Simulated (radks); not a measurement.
Results of a calculation; reference values are marked as such.
The nuclear charge of neutral zinc is varied continuously with 30 electrons held in [Ar] 3d10 4s2. Level of theory: Dirac Kohn-Sham, PBE, spin-unpolarised, spherical densities, finite nucleus; Fermi nuclear charge, rms radius 3.9283 fm (a radial shooting solver on a logarithmic mesh with Libxc functionals). By the Hellmann-Feynman theorem dE/dZ = E(electron-nucleus)/Z, the electronic potential at the nucleus (averaged over a nucleus of fixed radius).

| Z | E (hartree) | E(electron-nucleus)/Z (hartree) | HOMO | e(HOMO) (eV) | <r> HOMO (bohr) |
|---|---|---|---|---|---|
| 29.75 | -1760.17295 | -142.784 | 4s1/2 | -3.861 | 2.817 |
| 30 | -1796.07534 | -144.435 | 4s1/2 | -5.978 | 2.655 |
| 30.25 | -1832.39000 | -146.082 | 4s1/2 | -8.298 | 2.520 |
| 30.5 | -1869.11600 | -147.726 | 4s1/2 | -10.804 | 2.405 |
| 30.75 | -1906.25263 | -149.367 | 4s1/2 | -13.484 | 2.305 |
| 31 | -1943.79932 | -151.006 | 4s1/2 | -16.330 | 2.217 |

The central difference of E at Z = 30 is -144.434 hartree, to compare with the third column; the second derivative is -6.6 hartree.
